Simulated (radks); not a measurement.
Effect of the nuclear size on neutral dysprosium, [Xe] 4f10 6s2. Method: Dirac Kohn-Sham, BLYP, spin-unpolarised, spherical densities, finite nucleus; open shells fill j = l - 1/2 first; Fermi nuclear charge, rms radius 5.2218 fm; computed with a radial shooting solver on a logarithmic mesh with Libxc functionals. The rms radius is varied about that value; shifts are against it.

rms radius (fm)  total energy shift (eV)  density at nucleus (e/bohr^3)  1s1/2 shift (meV)  2s1/2 shift (meV)  5s1/2 shift (meV)  5p1/2 shift (meV)  6s1/2 shift (meV)  4f7/2 shift (meV)  6p1/2 (empty) shift (meV)
4.3915                             -7.71                      7.763e+05              -3170               -415              -3.12              0.352             -0.127              0.582                      0.101
4.9189                             -2.93                      7.527e+05              -1200               -158              -1.18              0.133             -0.048              0.221                      0.039
5.2218                                 0                      7.405e+05              0.000              0.000              0.000              0.000              0.000              0.000                      0.000
5.5508                              3.32                      7.283e+05               1360                179               1.34             -0.151              0.055             -0.251                     -0.044
6.5116                              13.9                      6.973e+05               5690                746               5.60             -0.631              0.228              -1.05                     -0.182

Slopes of the eigenvalues against <r^2> in GHz/fm^2, as finite differences over the two radii next to the reference (eigenvalue slopes, not the field-shift constants of lines): 1s1/2 93800, 2s1/2 12300, 5s1/2 92.3, 5p1/2 -10.4, 6s1/2 3.76, 4f7/2 -17.2, 6p1/2 (empty) -3.00.
